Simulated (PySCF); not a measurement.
[Zr(OH)2(NH2)2], neutral singlet in the gas phase. 

Z-matrix (Å, degrees):
```
Zr
O 1 1.9493
H 2 0.9661 1 159.92
O 1 1.9551 2 114.08 3 -11.92
H 4 0.9681 1 147.33 2 -107.54
N 1 2.0549 2 113.06 3 109.08
H 6 1.0266 1 125.27 2 -135.44
H 6 1.0269 7 107.67 1 -171.21
N 1 2.0575 2 106.29 3 -134.11
H 9 1.0259 1 126.75 2 -144.82
H 9 1.0269 10 107.73 1 -176.46
```
Charge 0, multiplicity 1.

All levels are single points at this geometry (PBE-D3(BJ)/def2-SVP); Pople sets use spherical d functions. Orbital energies aren't observables, and empty levels follow the basis.

B3LYP/LANL2DZ in PySCF gives dipole (D) = 0.65.

Problem. Estimate the dipole (D) from each of these levels: B3LYP-D3(BJ)/def2-TZVP in PySCF; TPSSh-D3(BJ)/def2-TZVP in PySCF; M06-2X/6-31G* (LANL2DZ on Zr) in PySCF; PBE/6-31G* (LANL2DZ on Zr) in PySCF; HF/6-31G* (LANL2DZ on Zr) in PySCF.

Solution. 
| level | dipole (D) |
|---|---|
| B3LYP-D3(BJ)/def2-TZVP in PySCF | 0.55 |
| TPSSh-D3(BJ)/def2-TZVP in PySCF | 0.56 |
| M06-2X/6-31G* (LANL2DZ on Zr) in PySCF | 0.53 |
| PBE/6-31G* (LANL2DZ on Zr) in PySCF | 0.51 |
| HF/6-31G* (LANL2DZ on Zr) in PySCF | 0.62 |
